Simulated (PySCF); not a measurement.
**Frontier levels across methods**

Compound: norbornane, C₇H₁₂.
Structure used (PBE0-D3(BJ)/def2-SVP), in Å, numbered top down from 1:
```
atom  x, y, z in Å
C1     1.219    0.994   -0.134
C2     1.281   -0.329   -0.944
C3     0.126   -1.153   -0.356
C4    -1.200   -0.526   -0.814
C5    -1.263    0.797   -0.006
C6     0.035    0.765    0.817
C7     0.169   -0.733    1.119
H8     2.148    1.158    0.433
H9     1.069    1.881   -0.770
H10    1.165   -0.175   -2.028
H11    2.243   -0.843   -0.795
H12    0.201   -2.231   -0.557
H13   -2.048   -1.184   -0.568
H14   -1.224   -0.366   -1.903
H15   -2.143    0.820    0.655
H16   -1.320    1.690   -0.647
H17    0.026    1.439    1.686
H18    1.116   -0.994    1.619
H19   -0.667   -1.135    1.713
```

Basis pcSseg-1 throughout (PySCF), one geometry. Isolated species at its PBE0-D3(BJ)/def2-SVP geometry, gas phase.

Question: How do the orbital energies, the gap and the dipole change with the method?

Answer: 
| method | kind | HOMO (eV) | LUMO (eV) | gap (eV) | μ (D) | SCF cycles |
| --- | --- | --- | --- | --- | --- | --- |
| LDA | LDA | -6.86 | 0.21 | 7.07 | 0.08 | 13 |
| KT2 | GGA | -6.91 | 0.31 | 7.22 | 0.08 | 14 |
| BP86 | GGA | -6.92 | 0.47 | 7.39 | 0.08 | 14 |
| B97-2 | global hybrid | -7.91 | 1.26 | 9.17 | 0.07 | 12 |
| PBE0 | global hybrid | -8.15 | 1.23 | 9.38 | 0.07 | 13 |
| mPW1PW91 | global hybrid | -8.19 | 1.26 | 9.45 | 0.07 | 13 |
| CAM-B3LYP | range-separated hybrid | -9.56 | 2.08 | 11.64 | 0.08 | 12 |
| LC-wPBE | range-separated hybrid | -10.89 | 3.41 | 14.30 | 0.07 | 11 |
| HF | Hartree–Fock | -11.38 | 4.10 | 15.48 | 0.07 | 9 |

The HOMO spans 4.52 eV, from LDA down to HF, and the gap runs from 7.07 eV (LDA) to 15.48 eV (HF). Over the methods LDA (0 %), KT2 (0 %), BP86 (0 %), B97-2 (21 %), PBE0 (25 %), mPW1PW91 (25 %), HF (100 %), a straight line through the gap against the share of exact exchange rises by 0.82 eV for each 10 % (correlation coefficient 0.999). The dipole ranges from 0.07 D (LC-wPBE) to 0.08 D (KT2). This basis has no diffuse functions.

The vertical ΔSCF ionisation energy at CAM-B3LYP/def2-SVPD is 10.29 eV; −ε(HOMO) comes closest to it with LC-wPBE (10.89 eV).
